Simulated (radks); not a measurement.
Initial-state core-level shifts of the arsenic ion As3+ when its valence configuration changes from [Ar] 3d10 4s2. All-electron calculation, scalar-relativistic Kohn-Sham, PBEsol, spin-polarised, spherical densities, finite nucleus; open shells are filled with parallel spins first; Fermi nuclear charge, rms radius 4.0968 fm. Program: a radial shooting solver on a logarithmic mesh with Libxc functionals. Shifts are changes of the shell-averaged eigenvalues in eV (positive: less bound); the change of the density at the nucleus, which sets a Mossbauer isomer shift, is in e/bohr^3, on a base of 3.595e+04.

valence                1s       2s       2p       3p  density at nucleus
3d9 4s2 4p1       -14.275  -15.639  -15.528  -12.439             +13.444
3d10 4s1 4p1       -1.395   -1.357   -1.348   -1.419             -29.092
3d10 4p2           -2.946   -2.866   -2.849   -2.964             -58.675
3d9.5 4s2 4p0.5    -7.050   -7.709   -7.654   -6.194              +6.523
3d10 4s1.5 4p0.5   -0.750   -0.728   -0.725   -0.754             -14.391
3d8.5 4s2 4p1.5   -21.677  -23.787  -23.620  -18.731             +20.707
3d9 4s1 4p2       -15.410  -16.772  -16.648  -13.614             -18.652
3d7.5 4s2 4p2.5   -37.006  -40.724  -40.446  -31.441             +36.104
3d10 4s0.5 4p1.5   -2.173   -2.115   -2.102   -2.195             -43.833
